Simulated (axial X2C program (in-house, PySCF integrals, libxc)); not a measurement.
MnCl⁻: from the spin-free to the two-component result

All values were computed with an in-house all-electron X2C program for linear molecules (integrals from PySCF). Spin-free means the one-electron spin-free X2C Hamiltonian; two-component (2c) means X2C with spin–orbit coupling and atomic mean-field two-electron Coulomb and Gaunt terms, so the difference of the two also holds small scalar two-electron terms. Basis: Mn dyall-acv3z [10s11p7d4f2g], Cl dyall-av3z [9s8p3d2f] (cores contracted in-house); Gaussian nuclei, density fitting, unrestricted open shells. Masses: Mn 54.938 u, Cl 34.969 u.

Spin-free state: M_S = 5/2, Λ = 0 (beyond evenly filled blocks: σα, π+α, π-α, δ+α, δ-α); fragments Mn + Cl- for PBE0, PBE; Mn- + Cl for HF.

| level | Re (Å) | ωe (cm⁻¹) | De (eV) | μ (D) |
| --- | --- | --- | --- | --- |
| PBE0 | 2.359 | 265.4 | 3.021 | 1.70 |
| HF | 2.467 | 242.5 | n/a | 2.58 |
| PBE | 2.310 | 279.4 | 1.623 | 1.69 |

Dipoles are positive if Cl is the positive end and refer to the centre of mass.

Two-component determinant lowest at the distance of the search:

Ω = 5/2 (⟨Sz⟩ = 2.50, ⟨Lz⟩ = 0.00 at PBE0); fragments Mn + Cl- for PBE0, PBE; Mn- + Cl for HF.

```csv
level,Re (Å),ωe (cm⁻¹),De (eV),μ (D)
PBE0,2.359,265.2,3.015,1.70
HF,2.468,242.3,n/a,2.57
PBE,2.310,279.2,1.623,1.69
```

Task: From the two tables, how do the constants change at the PBE0 level (2c against spin-free)?

Result: At the PBE0 level Re is unchanged within 0.001 Å and ωe is unchanged to within 0.2 cm⁻¹; De changes by -0.006 eV.

Occupations by symmetry block were frozen at the best pattern of an incomplete PBE0 search. De is counted from the lowest determinant-based energies of the atoms at the same level, without counterpoise correction. De is not given where an atomic determinant may have missed its ground term or J level, or where the truncated virtual space spoils (T). Density functionals use the spin component along the axis (collinear). With several unpaired electrons one determinant need not be a pure state. The highest occupied level of some functionals is positive through self-interaction error; at Hartree–Fock it is bound. This is the top spin component of a Σ state; components of lower Ω are not single determinants and can lie lower. The determinant is spin-polarised beyond a pure state at some levels (its spin-free form has ⟨S²⟩ too high), which makes Re and μ there less reliable.
